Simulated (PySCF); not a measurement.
B₂BiO, SMILES [B-](B=O)#[Bi], charge -1.

The structure is a stationary point at PBE0-D3(BJ)/def2-SVPD. The def2 effective core potentials stand for the cores of Bi; spin–orbit coupling is left out.

Method: PBE0-D3(BJ)/def2-SVPD run with PySCF 2.14.0.

Frequencies are harmonic and unscaled.

Modes within 1.5 cm⁻¹ of each other (mostly degenerate sets) share a row, with their intensities summed.

Question: Give all harmonic wavenumbers and intensities. (Estimate from the structure and the level; the computed values follow.)

Answer: 
| mode | ν (cm⁻¹) | IR (km/mol) | Raman (Å⁴/amu) | depolarisation | moving atoms (share of kinetic energy) |
|---|---|---|---|---|---|
| 1–2 | 118 | 2.9 | 11.0 | 0.75 | B 78 %, O 21 % |
| 3 | 341 | 3.3 | 50.6 | 0.09 | O 51 %, B 35 %, Bi 14 % |
| 4–5 | 463 | 85.6 | 0.9 | 0.75 | B 88 %, O 12 % |
| 6 | 1096 | 2.1 | 113.7 | 0.07 | B 88 %, O 11 % |
| 7 | 1925 | 818.7 | 277.8 | 0.50 | B 68 %, O 32 % |
